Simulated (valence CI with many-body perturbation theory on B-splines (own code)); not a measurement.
## Energy levels of Dy³³⁺

Computed by configuration interaction combined with many-body perturbation theory (CI+MBPT): five valence electrons over a frozen Dirac-Fock core [Ar] 3d10, radial functions for each j: 11 s, 11 p, 10 d, 8 f, 5 g, 2 h, with the one-electron correlation potential Σ1, the two-electron term Σ2, the three-electron term Σ3, Breit, model QED; selected CI, second order for the rest, scaled by the run's own slope (own B-spline code, finite nucleus).

No measured spectrum was set against this ion. As an estimate, large intervals hold to a few tenths of a per cent, small ones and those within an open d or f shell to about a per cent. Among the levels kept, up to 2100 cm⁻¹ of a level comes from second order outside the variational space, and about a tenth of that is noise between levels of different J, which matters for small intervals.

Levels 91 to 135 of 175, with energies above the lowest level, (4s^2 4p1/2^2 4p3/2) J=3/2. "Leading %" is the weight of the configuration and term that name the level; weights of strongly mixed levels are sums over their largest components and can fall short. In the jj column 3d3/2^4 stands for four electrons in 3d with j = 3/2.

| No. | Configuration | Term | J | E (eV) | Leading % | Leading jj | g | Second component |
| --- | --- | --- | --- | --- | --- | --- | --- | --- |
| 91 | 4s2.4p.4d2 | 4P° | 1/2 | 321.89 | 41 | 4s^2 4p1/2 4d3/2 4d5/2 (59 %) | 1.906 | 18 % 4s2.4p.4d2 2S° |
| 92 | 4s.4p3.4d | 2F° | 5/2 | 322.27 | 12 | 4s 4p1/2 4p3/2^2 4d5/2 (35 %) | 1.133 | 9 % 4s2.4p.4d2 4D° |
| 93 | 4s.4p3.4d | 2F° | 7/2 | 322.72 | 52 | 4s 4p1/2 4p3/2^2 4d5/2 (63 %) | 1.131 | 14 % 4s2.4p.4d2 4G° |
| 94 | 4s.4p3.4d | 4D° | 3/2 | 323.12 | 20 | 4s 4p1/2 4p3/2^2 4d3/2 (36 %) | 1.209 | 10 % 4s.4p3.4d 2P° |
| 95 | 4s.4p3.4d | 2P° | 1/2 | 323.23 | 24 | 4s 4p1/2 4p3/2^2 4d3/2 (66 %) | 0.697 | 23 % 4s.4p3.4d 4D° |
| 96 | 4s.4p3.4d | 2P° | 3/2 | 324.14 | 20 | 4s 4p1/2 4p3/2^2 4d5/2 (56 %) | 1.272 | 10 % 4s.4p3.4d 4D° |
| 97 | 4s.4p3.4d | 4D° | 1/2 | 324.26 | 20 | 4s 4p1/2 4p3/2^2 4d3/2 (53 %) | 0.663 | 15 % 4s.4p3.4d 2P° |
| 98 | 4s.4p3.4d | 4P° | 5/2 | 324.81 | 23 | 4s 4p1/2 4p3/2^2 4d5/2 (46 %) | 1.244 | 11 % 4s.4p3.4d 2D° |
| 99 | 4s.4p3.4d | 2F° | 7/2 | 326.35 | 27 | 4s 4p1/2 4p3/2^2 4d5/2 (54 %) | 1.169 | 18 % 4s.4p3.4d 4F° |
| 100 | 4s.4p3.4d | 2D° | 3/2 | 326.78 | 17 | 4s 4p1/2 4p3/2^2 4d3/2 (30 %) | 0.928 | 15 % 4s2.4p.4d2 4F° |
| 101 | 4s.4p3.4d | 4D° | 7/2 | 327.46 | 22 | 4s 4p1/2 4p3/2^2 4d5/2 (59 %) | 1.228 | 22 % 4s.4p3.4d 2F° |
| 102 | 4s.4p3.4d | 2D° | 5/2 | 328.12 | 29 | 4s 4p1/2 4p3/2^2 4d5/2 (40 %) | 1.132 | 9 % 4s.4p3.4d 2F° |
| 103 | 4s.4p3.4d | 2G° | 9/2 | 329.12 | 51 | 4s 4p1/2 4p3/2^2 4d5/2 (54 %) | 1.101 | 16 % 4s2.4p.4d2 2H° |
| 104 | 4s.4p3.4d | 2F° | 5/2 | 329.43 | 26 | 4s 4p1/2 4p3/2^2 4d5/2 (52 %) | 1.095 | 11 % 4s2.4p2.4f 2D° |
| 105 | 4s.4p3.4d | 2D° | 3/2 | 331.26 | 25 | 4s 4p1/2 4p3/2^2 4d5/2 (57 %) | 1.081 | 10 % 4s2.4p.4d2 4D° |
| 106 | 4s2.4p.4d2 | 4G° | 9/2 | 331.58 | 30 | 4s^2 4p1/2 4d5/2^2 (48 %) | 1.145 | 18 % 4s2.4p2.4f 4G° |
| 107 | 4s2.4p.4d2 | 2G° | 7/2 | 331.72 | 11 | 4s^2 4p1/2 4p3/2 4f7/2 (28 %) | 1.151 | 10 % 4s2.4p.4d2 2F° |
| 108 | 4s.4p3.4d | 2F° | 5/2 | 332.17 | 18 | 4s^2 4p1/2 4d3/2 4d5/2 (40 %) | 1.090 | 9 % 4s2.4p.4d2 4F° |
| 109 | 4s2.4p2.4f | 4F° | 3/2 | 332.37 | 13 | 4s 4p1/2 4p3/2^2 4d5/2 (29 %) | 1.060 | 11 % 4s2.4p.4d2 4P° |
| 110 | 4s.4p3.4d | 2F° | 5/2 | 333.24 | 17 | 4s 4p1/2 4p3/2^2 4d5/2 (33 %) | 0.957 | 16 % 4s2.4p2.4f 4G° |
| 111 | 4s2.4p.4d2 | 4D° | 7/2 | 334.62 | 18 | 4s 4p1/2 4p3/2^2 4d5/2 (30 %) | 1.205 | 12 % 4s.4p3.4d 4D° |
| 112 | 4s2.4p.4d2 | 4D° | 3/2 | 335.60 | 21 | 4s^2 4p1/2 4d3/2 4d5/2 (44 %) | 1.199 | 9 % 4s2.4p.4d2 2P° |
| 113 | 4s.4p3.4d | 4D° | 1/2 | 336.06 | 26 | 4s 4p1/2 4p3/2^2 4d5/2 (50 %) | 0.638 | 19 % 4s.4p3.4d 2P° |
| 114 | 4s2.4p2.4f | 2G° | 7/2 | 337.29 | 38 | 4s^2 4p1/2 4p3/2 4f5/2 (70 %) | 0.972 | 32 % 4s2.4p2.4f 4G° |
| 115 | 4s2.4p2.4f | 4G° | 9/2 | 337.57 | 37 | 4s^2 4p1/2 4p3/2 4f7/2 (61 %) | 1.199 | 26 % 4s2.4p2.4f 4F° |
| 116 | 4s2.4p2.4f | 2H° | 11/2 | 338.16 | 54 | 4s^2 4p1/2 4p3/2 4f7/2 (88 %) | 1.163 | 35 % 4s2.4p2.4f 4G° |
| 117 | 4s.4p3.4d | 2P° | 3/2 | 338.30 | 26 | 4s 4p1/2 4p3/2^2 4d5/2 (42 %) | 1.121 | 7 % 4s2.4p.4d2 2P° |
| 118 | 4s2.4p2.4f | 4D° | 5/2 | 339.94 | 17 | 4s^2 4p1/2 4p3/2 4f5/2 (38 %) | 1.000 | 16 % 4s2.4p2.4f 4F° |
| 119 | 4s2.4p2.4f | 2G° | 9/2 | 340.25 | 37 | 4s^2 4p1/2 4p3/2 4f7/2 (42 %) | 1.144 | 22 % 4s2.4p2.4f 4F° |
| 120 | 4s2.4p2.4f | 4F° | 3/2 | 340.47 | 37 | 4s^2 4p1/2 4p3/2 4f5/2 (48 %) | 0.761 | 20 % 4s2.4p2.4f 2D° |
| 121 | 4s.4p3.4d | 2S° | 1/2 | 341.35 | 28 | 4s 4p1/2 4p3/2^2 4d3/2 (19 %) | 1.310 | 18 % 4p5 2P° |
| 122 | 4s2.4p2.4f | 4D° | 7/2 | 341.60 | 21 | 4s^2 4p1/2 4p3/2 4f7/2 (37 %) | 1.144 | 11 % 4s2.4p2.4f 2G° |
| 123 | 4s2.4p.4d2 | 4P° | 3/2 | 341.84 | 18 | 4s^2 4p1/2 4d5/2^2 (31 %) | 1.259 | 8 % 4s2.4p.4d2 2D° |
| 124 | 4s2.4p.4d2 | 4D° | 5/2 | 342.35 | 22 | 4s^2 4p1/2 4d5/2^2 (49 %) | 1.183 | 19 % 4s2.4p.4d2 2F° |
| 125 | 4s2.4p2.4f | 2F° | 5/2 | 343.26 | 25 | 4s^2 4p1/2 4p3/2 4f5/2 (43 %) | 0.991 | 15 % 4s2.4p2.4f 4F° |
| 126 | 4s2.4p2.4f | 2F° | 7/2 | 345.27 | 28 | 4s^2 4p1/2 4p3/2 4f7/2 (34 %) | 1.150 | 14 % 4s2.4p2.4f 4F° |
| 127 | 4s2.4p2.4f | 2P° | 1/2 | 346.72 | 28 | 4s^2 4p1/2 4p3/2 4f5/2 (51 %) | 0.517 | 25 % 4s2.4p2.4f 4D° |
| 128 | 4s2.4p2.4f | 4D° | 3/2 | 347.66 | 21 | 4s^2 4p1/2 4p3/2 4f5/2 (32 %) | 1.135 | 21 % 4s2.4p2.4f 2P° |
| 129 | 4s2.4p2.4f | 2D° | 5/2 | 348.72 | 31 | 4s^2 4p1/2 4p3/2 4f7/2 (49 %) | 1.215 | 13 % 4s2.4p2.4f 4D° |
| 130 | 4s2.4p2.4f | 2G° | 9/2 | 349.06 | 39 | 4s^2 4p1/2 4p3/2 4f7/2 (36 %) | 1.012 | 28 % 4s2.4p.4d2 2H° |
| 131 | 4s2.4p.4d2 | 2P° | 1/2 | 350.88 | 52 | 4s^2 4p1/2 4d5/2^2 (57 %) | 0.785 | 10 % 4s2.4p.4d2 4D° |
| 132 | 4s2.4p2.4f | 2F° | 5/2 | 350.98 | 39 | 4s^2 4p1/2 4p3/2 4f7/2 (42 %) | 0.914 | 6 % 4s.4p3.4d 2F° |
| 133 | 4s2.4p2.4f | 2F° | 7/2 | 353.66 | 19 | 4s^2 4p1/2 4p3/2 4f7/2 (31 %) | 1.072 | 15 % 4s2.4p.4d2 2G° |
| 134 | 4s2.4p2.4f | 2D° | 3/2 | 356.43 | 30 | 4s^2 4p1/2 4p3/2 4f7/2 (36 %) | 0.999 | 13 % 4s2.4p2.4f 2P° |
| 135 | 4s.4p3.4d | 4P° | 1/2 | 357.17 | 39 | 4s 4p3/2^3 4d3/2 (59 %) | 1.968 | 15 % 4s.4p3.4d 2P° |

Where two levels of one J and parity lie close, their mixing, g and order are uncertain.
